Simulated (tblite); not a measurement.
Compound: C4H9ClOSi.
Atom-mapped SMILES: `[CH3:1][O:2]/[C:3](=[CH:4]/[Cl:5])[CH2:6][SiH3:7]` (hydrogens: H8, H9, H10 on C1; H11 on C4; H12, H13 on C6; H14, H15, H16 on Si7)

The geometry is computed with GFN2-xTB (gas phase).

(1) What internal coordinates does the optimisation give?

Answers

(1) 
| bond | length (pm) | order |
| --- | --- | --- |
| C1–O2 | 140.7 | single |
| O2–C3 | 136.2 | single |
| C3=C4 | 133.4 | double |
| C4–Cl5 | 173.0 | single |
| C3–C6 | 148.7 | single |
| C6–Si7 | 191.3 | single |
| C1–H8, C1–H9, C1–H10 | 109.2 | single |
| C4–H11 | 107.5 | single |
| C6–H12, C6–H13 | 108.8 | single |
| Si7–H14, Si7–H15, Si7–H16 | 146.3 | single |

Bonds in one row agree within 1 pm and their mean is given. Orders are formal, as drawn. A selection of angles:
| angle | degrees |
| --- | --- |
| O2–C1–H8 | 105.7 |
| O2–C1–H9 | 111.4 |
| H8–C1–H9 | 109.4 |
| C1–O2–C3 | 118.8 |
| O2–C3–C4 | 123.9 |
| O2–C3–C6 | 111.4 |
| C4–C3–C6 | 124.7 |
| C3–C4–Cl5 | 121.3 |
| C3–C4–H11 | 125.7 |
| Cl5–C4–H11 | 113.0 |
| C3–C6–Si7 | 110.0 |
| C3–C6–H12 | 110.0 |
| C3–C6–H13 | 108.3 |
| Si7–C6–H12 | 110.4 |
| H12–C6–H13 | 108.5 |
| C6–Si7–H14 | 109.2 |
| C6–Si7–H16 | 107.6 |
| H14–Si7–H15 | 110.0 |
| H14–Si7–H16 | 110.7 |

Torsions: C1–O2–C3–C4 2° (synperiplanar); O2–C3–C4–Cl5 -179° (antiperiplanar); O2–C3–C6–Si7 85° (synclinal). The mirror-image conformer, all signs reversed, is as good.

Si7 (SiH3 silicon) is tetrahedral (angles from 107.6° to 110.7°). The C–O distances run from 1.362 Å (O2–C3, drawn single) to 1.407 Å (C1–O2, drawn single), a spread of 0.045 Å. Of the pairs four or more bonds apart, C1···H11 is among the closest relative to their van der Waals radii: 2.57 Å, 89 % of the sum of Bondi's values. The 2 C–C bonds span 1.334 Å (C3=C4, drawn double) to 1.487 Å (C3–C6, drawn single), a spread of 0.153 Å.

Point group: C1 (no symmetry element, even within 0.4 Å). Its GFN2-xTB frequencies are all real (lowest 33 cm⁻¹). One conformer, not necessarily the lowest.

Time: 0.41 s. Hardware: Arm Neoverse V1, one thread, on a shared host. That covers the optimisation of the geometry.
